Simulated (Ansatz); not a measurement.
Several settings on one geometry of `Fc1cc(-c2sc(-c3sc(S)cc3F)cc2F)sc1S` (that of the charge 0 singlet, r2SCAN-D4/def2-SVP). Ansatz on 2 threads of AMD EPYC 7R13 on a shared host and a share (18 GiB) of an NVIDIA H100 80GB HBM3; times are rough.

```xyz
25

F    -6.021    1.248    0.134
C    -4.882    0.553    0.036
C    -3.607    1.150    0.114
C    -2.591    0.213   -0.017
C    -1.171    0.423    0.010
S    -0.015   -0.873   -0.154
C     1.347    0.219   -0.025
C     2.696   -0.266   -0.095
S     4.076    0.800    0.010
C     5.205   -0.528   -0.067
S     6.938   -0.268   -0.131
C     4.553   -1.737   -0.210
C     3.152   -1.571   -0.229
F     2.307   -2.600   -0.335
C     0.916    1.529    0.139
C    -0.486    1.623    0.158
F    -1.117    2.791    0.306
S    -3.252   -1.397   -0.243
C    -4.884   -0.816   -0.155
S    -6.260   -1.889   -0.294
H    -3.444    2.216    0.263
H     7.062    0.368    1.060
H     5.056   -2.702   -0.282
H     1.577    2.391    0.243
H    -7.156   -0.878   -0.239
```

Totals from different functionals, basis sets or treatments of relativity can't be compared as stabilities.

LC-ωPBE has ω = 0.4 bohr⁻¹.

Scalar relativity in a set contracted without it gives distorted totals.

The spins typed aren't always the lowest for that charge.

(1) Give the basis size and estimate the energy, ⟨S²⟩ and time of these runs.

| run | method | charge | state | further keys |
| --- | --- | --- | --- | --- |
| 1 | RKS RPBE-D3(BJ)/pcseg-2 | 0 | singlet | fitting: {mean_field: def2-universal-jkfit}; scf: {lower_state_search: off} |
| 2 | RKS B97/6-31G | 0 | singlet | scf: {omitted_lower_state_checks: [starts]} |
| 3 | RKS SVWN5/STO-3G | 0 | singlet | scf: {omitted_lower_state_checks: [starts]} |
| 4 | UKS LC-ωPBE/def2-mTZVPP | 1 | doublet | fitting: {mean_field: def2-universal-jkfit}; pseudopotentials: {relativity: scalar}; forces asked |

Results:

(1) 
```csv
run,functions,energy (Eh),⟨S²⟩,wall time
1,690,-2751.1659,–,8.5 s
2,210,-2749.7485,–,9.5 s
3,125,-2705.7355,–,12 s
4,460,-2754.8808,0.87,24 s
```

At UKS LC-ωPBE/def2-mTZVPP the charge 1 doublet is spin-contaminated (final ⟨S²⟩ up to 0.87, 0.75 for a pure state).
